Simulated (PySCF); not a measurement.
## From computed data to an observable: oscillator strength and radiative lifetime

CH8FNSi2, SMILES N[SiH2]C[SiH2]F.

Geometry: PBE0-D3(BJ)/def2-SVP. This is a generated structure with no PubChem entry under its InChIKey; it may be hypothetical. One conformer was computed; it need not be the lowest.

PySCF 2.14.0 with TDA-PBE/def2-SVPD puts the first singlet state with f over 0.02 at 7.07 eV (vertical), with the transition dipole (-0.373, 0.025, 0.099) in atomic units.

**Question.** Find the oscillator strength, the wavelength and the radiative lifetime that this transition would have in vacuum if emission retraced absorption.

**Answer.** 
|μ|² = 0.1496 au, so |μ| = 0.98 D. ΔE = 7.07/27.211 = 0.2598 hartree. f = (2/3) ΔE |μ|² = 0.026 (the program prints 0.026).
λ = 1239.84/7.07 = 175 nm; ν = 57023 cm⁻¹.
Einstein's coefficient A = 0.6670 ν² f s⁻¹ (ν in cm⁻¹) = 5.6e7 s⁻¹, so τ = 1/A = 18 ns. This state is S5; the lower singlets have f = 0.012, 0.006, 0.017, 0.008. The figure is the radiative limit of this one transition; relaxation, internal conversion, crossing to triplets and a medium change what is measured.
